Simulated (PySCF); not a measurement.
A GIAO shielding run with PySCF 2.14 (density fitting, non-relativistic, gas phase) on `C1C[C@H]([SiH3])NN1`, C₃H₁₀N₂Si:

```
$ OMP_NUM_THREADS=1 python probes_run.py task.json out

{"job": {"kind": "nmr", "xc": "PBE0", "basis": "pcSseg-1"}, "charge": 0, "multiplicity": 1}
Si    -1.998428    -0.491425     0.201834
C     -0.397728    -0.225360    -0.808647
C      0.313718     1.104583    -0.470491
C      1.302613     0.689116     0.630957
N      0.984294    -0.724861     0.854602
N      0.538752    -1.262105    -0.383582
H     -1.757413    -0.252672     1.620462
H     -2.983035     0.483915    -0.291889
H     -2.457913    -1.854970    -0.046413
H     -0.580550    -0.322048    -1.880226
H      0.844815     1.503564    -1.337362
H     -0.387388     1.861666    -0.124918
H      2.341823     0.845383     0.301224
H      1.149865     1.231664     1.565058
H      1.764134    -1.262746     1.218702
H      1.314841    -1.314760    -1.060722
```

Hardware: 1 thread of an Arm Neoverse V1, shared host. The job also computes population analyses, field gradients, ring-centre shieldings.

Question: How large is the calculation?

Answer: 56 electrons, 159 basis functions and 838 auxiliary functions.

Question: How long does it take, and how much memory does it need?

Answer: 23 s of wall time, with 12 SCF cycles and 5 response iterations; peak memory 0.74 GiB. Times on a shared host scatter by some tens of per cent.
